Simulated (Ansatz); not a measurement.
`BB[O][AlH2]` + HCl → `BBCl` + `[OH][AlH2]` at 600 K and 1 bar (ligand exchange at a B–O bond).

Computed with Ansatz on PBE0-D4/def2-TZVP structures; ΔE is electronic, products minus reactants. CCSD(T)/CBS adds triple-zeta CCSD(T) − MP2 to the extrapolated MP2 energy (def2 sets, frozen cores). This one scheme is used for every species. One conformer a species, not always the lowest.

```
      species  CCSD(T)/CBS energy (Eh)  H − E (kJ/mol)  S (J/(mol·K))
`BB[O][AlH2]`               -369.81813           189.7          422.5
          HCl               -460.38127            35.4          207.2
       `BBCl`               -511.15624           124.8          335.0
 `[OH][AlH2]`               -319.03157           103.2          300.4
```

H − E and S are ideal-gas, rigid-rotor, harmonic terms from PBE0-D4/def2-TZVP, for one conformer and one mirror image of each species. 1 Eh = 2625.50 kJ/mol, R = 8.31446 J/(mol·K).

**Question.** By hand: ΔE, ΔH, ΔS and ΔG.

**Answer.** ΔE = (-511.15624) + (-319.03157) − (-369.81813) − (-460.38127) = 0.01159 Eh = 30.4 kJ/mol. Δ(H − E) = 124.8 + 103.2 − 189.7 − 35.4 = 2.9, so ΔH = 33.3 kJ/mol. ΔS = 335.0 + 300.4 − 422.5 − 207.2 = 5.7 J/(mol·K). ΔG = 33.3 − 600 × (5.7)/1000 = 29.9 kJ/mol.

**Question.** By hand: the equilibrium constant, and the temperature at which ΔG would vanish if ΔH and ΔS stayed fixed.

**Answer.** log₁₀ K = −ΔG/(RT ln 10) = -2.6. ΔG = 0 at ΔH/ΔS = 5842 K, far beyond where these terms or the molecules hold.

The number of gas molecules stays the same, so ΔS is small and ΔH decides. A doubt of 5 kJ/mol in ΔE shifts log₁₀ K by 0.4 here. Other conformers and mirror images would add mixing entropy, several J/(mol·K) or more a flexible species. These are equilibria of isolated gas molecules and say nothing of rates. Largest T1 diagnostic: 0.014 (customary marks: 0.02 for closed shells, 0.045 for open ones).
